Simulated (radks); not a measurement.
Task: The mean radii <r> (bohr) of the occupied orbitals of an atom or ion are listed with their occupations. All-electron calculation, non-relativistic Kohn-Sham, PBE, spin-polarised, spherical densities, point nucleus. Program: a radial shooting solver on a logarithmic mesh with Libxc functionals.

orbital  occ.    <r>
1s up       1  1.542

Name the element and its charge. Open shells, if any, are filled with parallel spins first.

Result: Z = 1, hydrogen, charge 0: H in 1s1. The 1s radius gives Z: for a bare nucleus <r> = 1.5/Z, 1.5 bohr for Z = 1, and the self-interaction of the functional makes it slightly larger (1.542 here). The occupations add up to 1, and the charge is Z minus that.
